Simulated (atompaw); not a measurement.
Dy (Z = 66): PAW (atompaw) pseudisation with PBEsol, scalar-relativistic reference atom.

Dy (Z = 66), PAW, made with atompaw 4.2.0.5 (PBEsol, scalar-relativistic). Core [Kr] 4d10, reference 4f10 5s2 5p6 5d0 6s2 6p0. Waves: 5s (bound): rc 2.00 bohr; 6s (bound): rc 1.80 bohr; 5p (bound): rc 1.90 bohr; 6p (bound, empty): rc 3.00 bohr; 5d (bound, empty): rc 3.00 bohr; 5d channel at 0.65 Ry: rc 3.00 bohr; 4f (bound): rc 1.55 bohr; 4f channel at 3.8 Ry: rc 1.55 bohr. Local part: vpsmatchnc scheme with l = 4 at 0 Ry, radius 2.55 bohr. Core correction: smooth core density matched at 2.50 bohr. Augmentation charge: besselshape compensation charge, radius 2.70 bohr; PAW radius 3.00 bohr; waves and projectors: custom polynom2 7 10 vanderbiltortho.

All-electron outer shells of the reference configuration (PBEsol, scalar-relativistic, ld1.x):

```json
{"shell": "4p", "level (eV)": "-291.28", "outermost node (bohr)": "0.28", "outermost maximum (bohr)": "0.51"}
{"shell": "4d", "level (eV)": "-152.89", "outermost node (bohr)": "0.26", "outermost maximum (bohr)": "0.53"}
{"shell": "5s", "level (eV)": "-48.96", "outermost node (bohr)": "0.63", "outermost maximum (bohr)": "1.16"}
{"shell": "5p", "level (eV)": "-25.38", "outermost node (bohr)": "0.67", "outermost maximum (bohr)": "1.33"}
{"shell": "6s", "level (eV)": "-3.76", "outermost node (bohr)": "1.57", "outermost maximum (bohr)": "3.48"}
{"shell": "4f", "level (eV)": "-3.15", "outermost node (bohr)": "–", "outermost maximum (bohr)": "0.54"}
{"shell": "5d", "level (eV)": "-1.19", "outermost node (bohr)": "0.76", "outermost maximum (bohr)": "2.11"}
{"shell": "6p", "level (eV)": "-1.14", "outermost node (bohr)": "1.93", "outermost maximum (bohr)": "4.76"}
```

Problem. Estimate the cutoffs (Ry, on a coarse ladder) from which the occupation-weighted sum of valence levels, in a spherical-Bessel basis at the reference potential, stays within 10 and 1 mRy of its value at 400 Ry.

Solution. over 300 Ry and over 300 Ry.

Problem. What does a ghost test show?

Solution. No extra level below or beside the all-electron valence levels (s, p, d, f tested). The logarithmic derivative shows an extra or strongly shifted pseudo pole above the reference energy (p near 1.50 Ry).

Problem. Is the overlap operator S = 1 + Σ q|β⟩⟨β| positive definite (Bessel basis up to 400 Ry)?

Solution. Yes: its lowest eigenvalue is 0.20 (s channel).

Problem. Which valence shell sets the plane-wave cutoff?

Solution. 4f: its level needs over 300 Ry to come within 1 mRy, against 18 Ry for 5p.
